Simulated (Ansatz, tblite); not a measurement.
Removing and adding an electron: SnCl₄. The state is a singlet with charge 0. Geometry: B3LYP-D4/def2-SVP. Ansatz, gas phase; energy differences of separate SCF runs; the oxidised species was run as a doublet alone; the reduced species was run as a doublet alone.

Cartesian coordinates in Å:
```
Sn 0.000 0.000 0.000
Cl 1.945 1.272 0.218
Cl -0.543 -0.951 2.062
Cl 0.349 -1.692 -1.570
Cl -1.751 1.371 -0.710
```

In the def2 sets Sn takes a core potential; there is no spin–orbit coupling. The xTB rows come from tblite. HSE06 is defined as in plane-wave codes, on full-range PBE exchange. HOMO above LUMO, or a gap near zero within one spin, warns that the state may not be the lowest or that an electron is smeared out.

```
                 level  −HOMO (eV)  vertical IE (eV)  −LUMO (eV)  vertical EA (eV)  HOMO–LUMO gap (eV)  IE − EA (eV)                                     remarks
              GFN1-xTB       13.01             15.19        9.97              7.80                3.04          7.40                                           –
              GFN2-xTB       12.51             14.90       10.03              7.79                2.48          7.11                                           –
      PBE-D4/def2-TZVP        8.30             10.87        4.55                 –                3.76             –  gap within one spin near zero (+1 doublet)
     PBE-D4/def2-TZVPD        8.35                 –        4.61              2.14                3.73             –                HOMO above zero (-1 doublet)
     BLYP-D4/def2-TZVP        8.12             10.70        4.46                 –                3.65             –  gap within one spin near zero (+1 doublet)
   r2SCAN-D4/def2-TZVP        8.71             11.21        4.44                 –                4.27             –  gap within one spin near zero (+1 doublet)
  r2SCAN-D4/def2-TZVPD        8.72                 –        4.47              2.07                4.25             –                HOMO above zero (-1 doublet)
      B97M-V/def2-TZVP        8.78             11.29        4.31                 –                4.47             –  gap within one spin near zero (+1 doublet)
  r2SCANh-D4/def2-TZVP        9.24             11.45        4.13                 –                5.11             –                                           –
     PBE0-D4/def2-TZVP        9.77             11.61        3.71                 –                6.06             –                                           –
    PBE0-D4/def2-TZVPD        9.80                 –        3.77              2.07                6.03             –                                           –
    HSE06-D4/def2-TZVP        9.37             11.56        4.08                 –                5.29             –                                           –
CAM-B3LYP-D4/def2-TZVP       11.15             12.05        2.73                 –                8.42             –                                           –
```

Relaxing the oxidised species (B3LYP-D4/def2-SVP) changes its energy by -0.10 eV at PBE-D4/def2-TZVP, so the adiabatic ionisation energy to this nearest minimum is 10.77 eV. At PBE0-D4/def2-TZVP it is 11.13 eV.  Relaxing the reduced species (B3LYP-D4/def2-SVPD) changes its energy by -0.62 eV at PBE-D4/def2-TZVPD, so the adiabatic electron affinity to this nearest minimum is 2.76 eV. At PBE0-D4/def2-TZVPD it is 2.50 eV.     A HOMO above zero means that the electron is unbound at that level or that self-interaction error raises the level; the energy of removing that electron tells which. Raw xTB energy differences between charge states are shifted by several eV; the methods need an empirical correction for them.
